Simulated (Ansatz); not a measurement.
A nudged elastic band was laid between two geometries of CH5FSi + H4Si (13 atoms, charge 0, multiplicity 1).

The calculation used Ansatz, RKS BHLYP-D4/STO-3G.

- movable images: 9
- climbing image: yes
- spring: 5.0 eV/Å²
- optimiser: quadratic models (default)
- start path: through a guess of the saddle point
- force threshold: 0.05 eV/Å
- iteration limit: 59
- end points: relaxed

Image 0:

```xyz
13
Properties=species:S:1:pos:R:3
Si -1.150 -0.823 0.835
F -0.745 -1.850 -0.367
H -2.165 -1.425 1.652
H -1.674 0.384 0.260
C 0.353 -0.430 1.860
H 0.641 -0.337 -1.683
Si 0.676 1.033 -2.096
H 0.095 0.226 2.689
H 0.803 -1.328 2.277
H 1.109 0.075 1.264
H 1.743 1.234 -3.026
H -0.568 1.376 -2.713
H 0.882 1.865 -0.951
```

Image 10:

```xyz
13
Properties=species:S:1:pos:R:3
Si -1.048 0.435 0.477
F 1.466 -2.304 -0.266
H -2.135 -0.463 0.217
H -1.586 1.557 1.190
C 0.232 -0.435 1.517
H 1.506 -1.789 -1.092
Si -0.149 1.106 -1.468
H -0.219 -0.892 2.395
H 0.729 -1.220 0.936
H 0.993 0.260 1.864
H 0.609 0.040 -2.058
H -1.144 1.496 -2.420
H 0.747 2.209 -1.291
```

**Question.** What changes between the two ends?

**Answer.** Bonds broken: Si1–F2, H6–Si7. Bonds formed: Si1–Si7, F2–H6. CH5FSi + H4Si becomes CH8Si2 + FH.

**Question.** Give the energies along the band, and the barrier.

**Answer.** The run converged. The highest image is number 4 of 0 to 10, 2.97 eV above the first end and 2.17 eV above the last; the last end lies 0.80 eV above the first. A structure lower than the first end lies on the path between it and the top, so the climb from that side starts below the end, which may itself be a saddle point or a shallow side well. Neighbouring images differ by up to 2.5 eV, so the band resolves the path poorly. A vibrational analysis at the climbing image gives one clearly imaginary mode, 768i cm⁻¹: a first-order saddle point. The orbitals stay closed-shell, which can raise the energy where a bond breaks towards radicals; this wasn't checked here. Limits of this set-up: minimal basis.

| image | path coordinate (Å) | energy (eV) | Si1–F2 (Å) | H6–Si7 (Å) | Si1–Si7 (Å) |
| --- | --- | --- | --- | --- | --- |
| 0 | 0.00 | 0.00 | 1.63 | 1.43 | 3.92 |
| 1 | 1.01 | -0.02 | 1.63 | 1.43 | 4.04 |
| 2 | 2.01 | 0.00 | 1.63 | 1.43 | 3.81 |
| 3 | 3.02 | 0.45 | 1.65 | 1.45 | 3.23 |
| 4 | 4.03 | 2.97 | 1.84 | 1.84 | 2.60 |
| 5 | 4.77 | 1.99 | 2.17 | 2.24 | 2.34 |
| 6 | 5.50 | 1.19 | 2.55 | 2.64 | 2.26 |
| 7 | 6.24 | 0.93 | 2.89 | 3.09 | 2.25 |
| 8 | 6.97 | 0.87 | 3.18 | 3.29 | 2.25 |
| 9 | 7.71 | 0.83 | 3.56 | 3.29 | 2.24 |
| 10 | 8.45 | 0.80 | 3.79 | 3.36 | 2.24 |

**Question.** What is the geometry of the highest image?

**Answer.** 
```xyz
13
Properties=species:S:1:pos:R:3
Si -0.876 -0.381 0.390
F -0.297 -1.727 -0.730
H -1.839 -1.348 0.845
H -1.678 0.816 0.344
C 0.433 -0.256 1.711
H 0.169 -1.017 -1.356
Si 0.349 0.798 -1.573
H -0.032 -0.148 2.689
H 1.049 -1.152 1.739
H 1.089 0.597 1.557
H 1.389 0.540 -2.538
H -0.675 1.456 -2.333
H 0.918 1.823 -0.744
```

Time of the run: 10 min on 1 thread of Arm Neoverse N1, on a shared host, peak memory 0.12 GiB.
